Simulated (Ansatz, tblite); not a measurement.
Cost and result up the ladder for GeFH3 (GeH₃F) (5 atoms). The state is a singlet with charge 0. Geometry: PBE-D4/def2-TZVP.

Cartesian coordinates in Å:
```
Ge -0.026 0.091 -0.014
F 0.458 -1.588 0.244
H -1.557 0.071 -0.213
H 0.729 0.566 -1.274
H 0.397 0.860 1.257
```

Ansatz on 4 threads of Intel Xeon on a shared host; xTB runs through tblite on one thread. Times are rough, summed over both states, and most runs start from the orbitals of an earlier one. PBE0-D4/def2-TZVP serves as the yardstick here, not as an exact answer. The other state is a triplet.

The xTB rows come from tblite.

Run but left out: PBE-D4/def2-TZVP (triplet: an occupied level 0.13 eV above an empty one).

xTB has no spin-polarisation term.

| level | functions | vertical triplet (eV) | difference from PBE0-D4/def2-TZVP (eV) |
| --- | --- | --- | --- |
| GFN1-xTB | 19 | 7.26 | -0.03 |
| PBE0-D4/def2-TZVP | 97 | 7.30 | 0.00 |
| r2SCAN-D4/def2-TZVP | 97 | 7.09 | -0.21 |
| GFN2-xTB | 16 | 8.16 | 0.86 |

(1) Estimate how long each takes.

Answers

(1) GFN2-xTB 0.008 s; GFN1-xTB 0.018 s; r2SCAN-D4/def2-TZVP 8.1 s; PBE0-D4/def2-TZVP 8.2 s. On shared hardware such times vary by a factor of up to 3.
